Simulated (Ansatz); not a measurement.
Consider the formal exchange of groups at a B–Ga bond: `[BH2][GaH][Se]C` + `[CH3][GeH2][F]` → `[BH2][GeH]([CH3])[F]` + `C[Se][GaH2]`.

Isolated molecules relaxed with PBE0-D4/def2-TZVP in Ansatz; ΔE leaves out vibrations. CCSD(T)/CBS is the MP2 limit (def2-TZVPP, def2-QZVPP) plus CCSD(T) − MP2 in def2-TZVPP, frozen cores. Functionals use def2-TZVPP. B3LYP here is the variant with VWN-RPA as its local correlation; programs differ in this. For Ga, Ge, Se outer-core shells are correlated without core-valence functions, which leaves a few kJ/mol of doubt a bond. Scalar relativity is left out up to krypton. Each species was taken in one conformer, which may not be the lowest.

`[BH2][GaH][Se]C`:

Cartesian coordinates in Å:
```
B -2.141 1.370 -1.382
Ga -0.526 0.802 -0.218
Se 0.131 -1.424 -0.257
C 1.651 -1.377 0.982
H -2.002 1.739 -2.512
H -3.261 1.342 -0.961
H 0.370 1.677 0.733
H 2.543 -1.692 0.444
H 1.785 -0.370 1.370
H 1.449 -2.067 1.800
```

`[CH3][GeH2][F]`:

Z-matrix (Å, degrees):
```
C
Ge 1 1.936
H 1 1.090 2 109.9
H 1 1.092 2 110.2 3 120.0
H 1 1.090 2 109.9 3 -120.0
F 2 1.748 1 106.4 3 59.8
H 2 1.538 1 113.5 3 175.4
H 2 1.538 1 113.5 3 -55.8
```

`[BH2][GeH]([CH3])[F]`:

Cartesian coordinates in Å:
```
B -1.671 0.163 -0.940
Ge -0.205 -0.590 0.287
C 1.452 0.434 0.326
F -0.783 -0.575 1.946
H -2.718 0.537 -0.509
H -1.476 0.233 -2.118
H 0.089 -2.080 -0.001
H 2.128 -0.006 1.060
H 1.254 1.469 0.604
H 1.931 0.416 -0.655
```

`C[Se][GaH2]`:

```xyz
8

C     0.512   -1.224    0.584
Se   -0.023   -0.660   -1.216
Ga   -0.648    1.518   -0.788
H     1.558   -1.524    0.553
H    -0.108   -2.068    0.878
H     0.383   -0.406    1.290
H    -1.159    2.362   -1.997
H    -0.515    2.001    0.695
```

```csv
level,ΔE (kJ/mol),difference from CCSD(T)/CBS
PBE-D4,2.7,-0.5
r2SCAN-D4,2.1,-1.1
PBE0-D4,2.2,-1.0
B3LYP-D4,1.9,-1.3
ωB97X-V,0.7,-2.5
ωB97M-V,1.1,-2.1
B2PLYP,2.2,-1.0
PBE,2.9,-0.3
r2SCAN,2.2,-1.0
PBE0,2.3,-0.9
B3LYP,2.2,-1.0
HF/def2-TZVPP,0.3,-2.9
MP2/def2-TZVPP,2.9,-0.3
SCS-MP2/def2-TZVPP,2.4,-0.8
CCSD/def2-TZVPP,2.2,-1.0
CCSD(T)/def2-TZVPP,2.5,-0.7
HF/def2-QZVPP,0.4,-2.8
MP2/def2-QZVPP,3.3,0.1
SCS-MP2/def2-QZVPP,2.8,-0.4
HF/CBS(def2),0.4,-2.8
MP2/CBS(def2),3.6,0.4
CCSD/CBS(def2),2.9,-0.3
CCSD(T)/CBS,3.2,0
```

Largest T1 diagnostic among the species: 0.012.

CCSD(T)/CBS has its own doubt, a few kJ/mol and more with outer-core shells, so smaller differences from it don't rank the levels.
